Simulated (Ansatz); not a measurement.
Steps of a relaxation of Cl2F2H2MoO2 (`[OH][Mo]([OH])([F])([F])([Cl])[Cl]`) with RKS PBE0-D4/def2-TZVP.

```sh
$ ansatz run in.yaml --threads 4 --pin off --events-out ev --progress --plain --max-ram 11315MiB
```

```yaml
crystal:
  periodic: [false, false, false]
  atoms:
    - {symbol: O, position_ang: [-0.739100, -1.343440, -0.124500]}
    - {symbol: Mo, position_ang: [-0.033780, 0.240410, -0.210890]}
    - {symbol: O, position_ang: [0.915660, 0.064710, 1.232380]}
    - {symbol: F, position_ang: [-0.955130, 0.551570, -1.702330]}
    - {symbol: F, position_ang: [0.614650, 1.885810, -0.420730]}
    - {symbol: Cl, position_ang: [-1.797350, 1.205820, 0.946600]}
    - {symbol: Cl, position_ang: [1.700970, -0.490590, -1.563490]}
    - {symbol: H, position_ang: [-1.185600, -2.194420, -0.168540]}
    - {symbol: H, position_ang: [1.479670, 0.080120, 2.011510]}
basis:
  gaussian: {orbitals: def2-TZVP}
hamiltonian: {xc: pbe0, dispersion: d4}
relax: {f_tol: 0.005, max_steps: 150}
```

Positions (Å) and forces (eV/Å) along the path, 15 of 33 steps:

```xyz
9
step=1 energy=-36453.4675 eV
O    -0.739   -1.343   -0.124   -1.406   -3.369    0.328
Mo   -0.034    0.240   -0.211   -0.108    0.857   -0.713
O     0.916    0.065    1.232    1.934   -0.513    3.048
F    -0.955    0.552   -1.702   -1.261    0.497   -2.091
F     0.615    1.886   -0.421    0.867    2.298   -0.339
Cl   -1.797    1.206    0.947   -0.184    0.047    0.168
Cl    1.701   -0.491   -1.563    0.205   -0.141   -0.116
H    -1.186   -2.194   -0.169    0.063    0.235   -0.075
H     1.480    0.080    2.012   -0.108    0.089   -0.210
9
step=2 energy=-36453.8302 eV
O    -0.764   -1.387   -0.129   -0.128   -0.531    0.179
Mo   -0.035    0.252   -0.221   -0.025    0.143   -0.122
O     0.946    0.069    1.273    0.240   -0.220    0.466
F    -0.978    0.580   -1.755   -0.152    0.074   -0.259
F     0.627    1.945   -0.442    0.103    0.280   -0.047
Cl   -1.810    1.194    0.971    0.240   -0.107   -0.186
Cl    1.717   -0.516   -1.563   -0.244    0.129    0.169
H    -1.213   -2.232   -0.181   -0.018    0.115   -0.102
H     1.511    0.094    2.047   -0.016    0.118   -0.098
9
step=5 energy=-36453.8912 eV
O    -0.768   -1.428   -0.109    0.108   -0.042    0.181
Mo   -0.031    0.227   -0.200   -0.011    0.021   -0.012
O     0.960    0.045    1.310   -0.054   -0.211    0.025
F    -0.980    0.563   -1.748    0.018    0.004    0.043
F     0.635    1.935   -0.424   -0.014   -0.042   -0.005
Cl   -1.782    1.180    0.955   -0.046    0.012    0.022
Cl    1.689   -0.506   -1.546    0.042   -0.020   -0.012
H    -1.279   -2.221   -0.281   -0.013    0.142   -0.114
H     1.557    0.206    2.043   -0.030    0.134   -0.128
9
step=6 energy=-36453.8647 eV rejected
O    -0.747   -1.468   -0.054   -1.288   -1.445   -0.804
Mo   -0.026    0.196   -0.174    0.030   -0.158    0.126
O     0.961   -0.021    1.339    1.340    0.880    1.421
F    -0.982    0.541   -1.718   -0.032   -0.059   -0.051
F     0.641    1.905   -0.403    0.041    0.039    0.059
Cl   -1.778    1.147    0.974   -0.075    0.062    0.073
Cl    1.693   -0.532   -1.514    0.082   -0.036   -0.107
H    -1.366   -2.157   -0.442    1.220    1.460    0.692
H     1.604    0.389    1.992   -1.318   -0.742   -1.408
9
step=13 energy=-36453.9892 eV
O    -0.775   -1.508   -0.062   -0.019   -0.022   -0.003
Mo   -0.021    0.150   -0.131   -0.004    0.040   -0.020
O     0.987   -0.004    1.380    0.025   -0.004    0.014
F    -0.995    0.508   -1.667    0.006   -0.001    0.024
F     0.661    1.854   -0.393   -0.004   -0.026   -0.002
Cl   -1.751    1.116    1.049    0.005   -0.005   -0.013
Cl    1.682   -0.609   -1.487   -0.007    0.007    0.007
H    -1.358   -2.050   -0.603    0.031    0.028    0.019
H     1.569    0.543    1.916   -0.034   -0.018   -0.026
9
step=15 energy=-36453.9896 eV
O    -0.775   -1.509   -0.061   -0.026   -0.030   -0.013
Mo   -0.020    0.149   -0.130   -0.005    0.041   -0.029
O     0.988   -0.004    1.380    0.029    0.008    0.026
F    -1.006    0.511   -1.658   -0.001   -0.005    0.011
F     0.669    1.848   -0.404    0.003   -0.016    0.004
Cl   -1.743    1.123    1.055    0.010   -0.007   -0.004
Cl    1.674   -0.616   -1.493   -0.008    0.002    0.008
H    -1.343   -2.052   -0.617    0.040    0.032    0.029
H     1.554    0.549    1.928   -0.041   -0.025   -0.031
9
step=19 energy=-36453.9961 eV
O    -0.730   -1.503   -0.050   -0.070   -0.115   -0.092
Mo    0.002    0.170   -0.157    0.077    0.076   -0.133
O     1.009    0.019    1.349    0.286    0.438    0.777
F    -1.158    0.527   -1.559    0.039    0.000    0.094
F     0.754    1.810   -0.576   -0.053   -0.102   -0.001
Cl   -1.592    1.224    1.138   -0.034    0.033    0.038
Cl    1.588   -0.677   -1.600   -0.004    0.008    0.020
H    -1.152   -2.084   -0.696    0.074    0.117    0.095
H     1.278    0.513    2.152   -0.315   -0.455   -0.797
9
step=21 energy=-36454.0151 eV
O    -0.703   -1.516   -0.057   -0.081   -0.063   -0.055
Mo    0.024    0.160   -0.166   -0.013    0.141   -0.077
O     1.025    0.019    1.346    0.105    0.096    0.177
F    -1.188    0.517   -1.522    0.031   -0.046    0.072
F     0.748    1.799   -0.620    0.006   -0.039   -0.012
Cl   -1.538    1.236    1.175    0.009   -0.025   -0.006
Cl    1.613   -0.682   -1.599   -0.001    0.008    0.002
H    -1.162   -2.052   -0.713    0.032    0.038    0.051
H     1.182    0.518    2.157   -0.088   -0.109   -0.152
9
step=22 energy=-36454.0188 eV
O    -0.697   -1.513   -0.055   -0.029   -0.022   -0.014
Mo    0.032    0.163   -0.170    0.030    0.063   -0.092
O     1.037    0.020    1.340    0.035    0.001   -0.023
F    -1.188    0.506   -1.520   -0.007   -0.032    0.047
F     0.741    1.805   -0.634    0.008   -0.029   -0.005
Cl   -1.526    1.235    1.177    0.007   -0.012    0.009
Cl    1.625   -0.675   -1.601   -0.010    0.006    0.016
H    -1.176   -2.043   -0.700    0.003    0.017    0.005
H     1.153    0.501    2.163   -0.036    0.007    0.057
9
step=24 energy=-36454.0264 eV
O    -0.673   -1.514   -0.057   -0.040   -0.052   -0.038
Mo    0.056    0.165   -0.184   -0.021    0.034   -0.053
O     1.069    0.029    1.325   -0.042    0.215    0.359
F    -1.221    0.485   -1.487    0.043   -0.031    0.000
F     0.733    1.807   -0.685   -0.015   -0.009   -0.023
Cl   -1.488    1.240    1.192    0.068   -0.020    0.046
Cl    1.656   -0.671   -1.596    0.000    0.000   -0.021
H    -1.198   -2.009   -0.696    0.035    0.057    0.047
H     1.066    0.468    2.189   -0.028   -0.194   -0.316
9
step=25 energy=-36454.0342 eV
O    -0.645   -1.514   -0.059   -0.082   -0.092   -0.052
Mo    0.077    0.168   -0.202   -0.055    0.040   -0.034
O     1.073    0.037    1.317    0.074    0.092    0.197
F    -1.247    0.470   -1.461    0.057   -0.022    0.029
F     0.724    1.809   -0.736   -0.023    0.007   -0.024
Cl   -1.432    1.243    1.226   -0.009    0.020   -0.011
Cl    1.690   -0.668   -1.592    0.001    0.004   -0.017
H    -1.212   -1.981   -0.685    0.040    0.053    0.043
H     0.971    0.435    2.191   -0.004   -0.102   -0.130
9
step=28 energy=-36454.0400 eV
O    -0.622   -1.505   -0.040   -0.030   -0.051    0.029
Mo    0.094    0.182   -0.210    0.023    0.032   -0.004
O     1.097    0.053    1.310   -0.027    0.033    0.127
F    -1.250    0.422   -1.459   -0.032   -0.005   -0.018
F     0.684    1.829   -0.787    0.026   -0.022   -0.009
Cl   -1.403    1.275    1.216   -0.021   -0.008    0.003
Cl    1.713   -0.649   -1.589    0.023    0.033    0.004
H    -1.226   -1.935   -0.655   -0.002    0.029    0.003
H     0.912    0.329    2.216    0.040   -0.041   -0.134
9
step=31 energy=-36454.0420 eV
O    -0.619   -1.506   -0.030   -0.007   -0.010   -0.001
Mo    0.102    0.182   -0.214   -0.001    0.002   -0.003
O     1.106    0.052    1.303    0.007   -0.004    0.012
F    -1.239    0.388   -1.477   -0.004    0.001   -0.003
F     0.661    1.839   -0.794    0.003    0.002   -0.001
Cl   -1.411    1.262    1.202   -0.002    0.001   -0.001
Cl    1.743   -0.626   -1.577    0.001    0.004    0.002
H    -1.269   -1.889   -0.630    0.004    0.004    0.006
H     0.927    0.297    2.217    0.000   -0.001   -0.010
9
step=32 energy=-36454.0420 eV
O    -0.619   -1.506   -0.029   -0.005   -0.005   -0.002
Mo    0.102    0.182   -0.215    0.003    0.004   -0.001
O     1.107    0.051    1.303    0.000    0.000    0.007
F    -1.239    0.386   -1.479   -0.003    0.001   -0.003
F     0.660    1.840   -0.794    0.001   -0.002    0.000
Cl   -1.411    1.262    1.201    0.002   -0.001    0.001
Cl    1.745   -0.623   -1.576   -0.001    0.003    0.000
H    -1.272   -1.886   -0.627    0.003    0.002    0.004
H     0.927    0.294    2.216   -0.001    0.000   -0.005
9
step=33 energy=-36454.0420 eV
O    -0.619   -1.506   -0.029    0.000    0.000   -0.001
Mo    0.103    0.182   -0.215    0.000    0.001    0.002
O     1.107    0.050    1.303    0.000   -0.001   -0.003
F    -1.239    0.386   -1.479    0.000    0.000    0.000
F     0.660    1.840   -0.794   -0.001    0.000    0.000
Cl   -1.411    1.262    1.201    0.001    0.000   -0.001
Cl    1.746   -0.623   -1.576    0.000    0.000    0.001
H    -1.273   -1.886   -0.626    0.000   -0.001    0.000
H     0.926    0.295    2.216   -0.001    0.001    0.002
```

Run time 8.5 min (4 threads of an AMD EPYC 7571 on a shared host); peak host memory 0.98 GiB.
